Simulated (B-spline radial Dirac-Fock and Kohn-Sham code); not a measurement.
**W 4s: cross section and angular parameters**

System: neutral tungsten, configuration 1s2 2s2 2p6 3s2 3p6 3d10 4s2 4p6 4d10 4f14 5s2 5p6 5d4 6s2; threshold 594.1 eV (tabulated edge). Method: Dirac-Hartree-Slater photoionisation with a Latter tail; cross sections with all multipoles, angular parameters from the dipole term and its interference with E2. Computed with a radial B-spline solver.

The run's input, task.json:

```json
{"items": [{
  "Z": 74,
  "q": 0,
  "cfg": [[1, 0, 2], [2, 0, 2], [2, 1, 6], [3, 0, 2], [3, 1, 6], [3, 2, 10], [4, 0, 2], [4, 1, 6], [4, 2, 10], [4, 3, 14], [5, 0, 2], [5, 1, 6], [5, 2, 4], [6, 0, 2]],
  "A": 184,
  "rrms": 5.3658,
  "do": "xps",
  "hv": [60, 64.1, 70.0, 80, 100, 110.0, 124.0, 167.0, 175.0, 265.0, 505.0, 623.0, 736.0, 754.0, 1000, 1500.0, 1590.0, 2000, 2130.0, 2220.0, 2480.0, 2730.0, 3030.0, 6250.0, 8047.8, 8600.0, 9251.7, 10300.0, 10800.0, 15000],
  "edges": {"K": 69525.0, "L1": 12100.0, "L2": 11544.0, "L3": 10207.0, "M1": 2820.0, "M2": 2575.0, "M3": 2281.0, "M4": 1872.0, "M5": 1809.0, "N1": 594.1, "N2": 490.4, "N3": 423.61, "N4": 255.9, "N5": 243.5, "O1": 75.6}
}]}
```

Run with: `python xray2_run.py task.json out`

```
hν (eV)  σ (kb)      β       γ
    623    63.3  1.755   0.536
    736    56.9  1.807   0.626
    754    55.6  1.813   0.632
   1000    41.6  1.864   0.638
   1500       ?      ?       ?
   1590    22.8  1.907   0.520
   2000    16.3  1.919   0.423
   2130    14.8  1.921   0.393
   2220    13.9  1.923   0.374
   2480    11.7  1.928   0.318
   2730    10.0  1.931   0.267
   3030    8.41  1.934   0.211
   6250    2.33  1.949  -0.121
 8047.8    1.44  1.952  -0.160
   8600    1.27  1.952  -0.159
 9251.7    1.10  1.953  -0.153
  10300   0.894  1.954  -0.132
  10800   0.814  1.954  -0.118
  15000   0.420  1.956   0.075
```

**Question.** Give the values at 1500 eV.

**Answer.** σ = 24.8 kb, β = 1.903, γ = 0.542. For an s subshell δ is negligible.
